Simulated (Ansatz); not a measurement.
Cost and result up the ladder for BeBr2 (3 atoms). The state is a singlet with charge 0. Geometry: PBE0-D4/def2-TZVP.

```xyz
3

Be    0.000    0.000    0.000
Br    0.844    1.642   -0.633
Br   -0.844   -1.642    0.633
```

Ansatz on 4 threads of Arm Neoverse V1 on a shared host. Times are rough, and most runs start from the orbitals of an earlier one. CAM-B3LYP-D4/def2-TZVP serves as the yardstick here, not as an exact answer. Differences are given only for rows in sets of like size (and for xTB, whose basis is part of the method), since another set adds its own error. Binding counts from free atoms at the same level (Be singlet, Br doublet; other spins of the atoms weren't run), without zero-point energy or a counterpoise term.

The 6-31G sets use Cartesian d functions. B3LYP takes the VWN-RPA correlation. HSE06 is defined as in plane-wave codes, on full-range PBE exchange. Correlated methods freeze 18 core orbitals; core or outer-core shells of Br are correlated, in sets that lack core-valence functions.

Correlated methods converge slowly with the basis.

```csv
level,functions,wall time,binding energy per atom (eV),difference from CAM-B3LYP-D4/def2-TZVP (eV)
HF/STO-3G,41,0.2 s,3.01,–
HF/6-31G,67,0.35 s,2.14,–
LDA (SPW92)/def2-TZVP,115,0.45 s,3.19,0.40
B3LYP-D4/6-31G,67,0.6 s,2.67,–
PBE0-D4/def2-SVP,73,0.7 s,2.86,–
MP2/def2-TZVP,115,0.75 s,2.85,0.05
PBE-D4/def2-TZVP (with forces),115,0.9 s,2.88,0.09
BHLYP-D4/def2-TZVP,115,1.1 s,2.75,-0.04
HSE06-D4/def2-TZVP,115,1.2 s,2.86,0.07
CAM-B3LYP-D4/def2-TZVP,115,1.2 s,2.79,0.00
RPA@PBE/def2-TZVP,115,1.3 s,2.33,-0.47
r2SCAN-D4/def2-TZVP,115,1.6 s,2.93,0.14
PBE-QIDH/def2-TZVP,115,1.9 s,2.85,0.05
CCSD(T)/def2-TZVPP,115,3 s,2.63,-0.16
```
